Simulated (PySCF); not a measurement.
**NMR problem set**

PySCF calculation with GFN2-xTB structure and shielding tensors at PBE0/pcSseg-1 (GIAO); in vacuum, rapidly exchanging positions averaged, relativity neglected, a single conformation.

Scale: ¹H (σ = 31.72 ppm) and ¹³C (σ = 186.93 ppm) against TMS (reference shieldings calculated alike). Where no couplings were computed, multiplicities follow the n + 1 count of equivalent neighbours, and m marks all less simple cases (inequivalent or close neighbours, rings, F or P nearby). Shifts are as computed. Against solution values, carbons near 30 ppm lie about +3 ppm off and those near 130 ppm about +5 ppm. Of 1309 compounds with measured shifts, 239 miss one by over three times the rms of a fit or turn the order of signals round; such compounds aren't used in these exercises. OH and NH positions are gas-phase values without hydrogen bonding to other molecules.

Task: C5H11NO2Si. ¹H NMR (500 MHz, computed): δ 7.00 (br s, 1H), 6.04 (br s, 1H), 4.66 (s, 2H), 4.05 (s, 2H), 3.61 (s, 3H), 0.48 (br s, 2H). ¹³C{¹H} NMR (computed): δ 208.3, 160.7, 146.6, 81.8, 59.9. Give a structure.

Result: SMILES C=C([SiH2]N)C(=O)COC. Rings plus π bonds: 2 (no ring in the answer). 5 carbon signals for 5 carbons: no two carbons are equivalent. Carbon types of the structure: 2 × C, 2 × CH2, 1 × CH3, leaving 4 H on heteroatoms. δC 208.3: ketone carbonyl carbon; the double bond to the heteroatom, with no lone-pair donor beside it, deshields it most. δC 160.7: α carbon of a C=C–C=O unit; as expected for a trigonal carbon in a double bond. δC 146.6: β carbon of a C=C–C=O unit; conjugation with the carbonyl draws π density from the β position. δC 81.8: sp3 CH2 bonded to O, α to a carbonyl; the inductive effect lowers its shielding.

This is the structure that produced the data.

Task: C4H11NOSi3. ¹H NMR (600 MHz, computed): δ 7.50 (m, 1H), 7.46 (m, 1H), 6.52 (m, 1H), 6.21 (m, 1H), 6.13 (m, 1H), 5.45 (m, 1H), 5.41 (m, 1H), 5.38 (m, 1H), 5.31 (m, 1H), 5.17 (m, 1H), 0.48 (br s, 1H). ¹³C{¹H} NMR (computed): δ 161.0 (CH), 155.9 (CH), 144.6 (CH2), 141.6 (CH). What is it?

Result: `C(=C)[SiH2]O[Si@@H]1C=C[SiH2]N1`. The formula gives 3 degrees of unsaturation (1 ring in the answer). 4 carbon signals for 4 carbons: no two carbons are equivalent. Carbon types of the structure: 3 × CH, 1 × CH2, leaving 6 H on heteroatoms. δC 161.0, 155.9, 141.6: alkene CH; the olefinic region. δC 144.6: terminal =CH2 carbon; as expected for a trigonal carbon in a double bond. δH 7.50, 7.46, 6.13: hydrogen on an alkene CH; attached to an sp2 carbon and in the plane of the double bond. δH 6.52, 6.21: hydrogen on a terminal =CH2 carbon; a vinylic proton, deshielded by the sp2 carbon and the C=C anisotropy.

The data come from this structure; uniqueness wasn't tested.
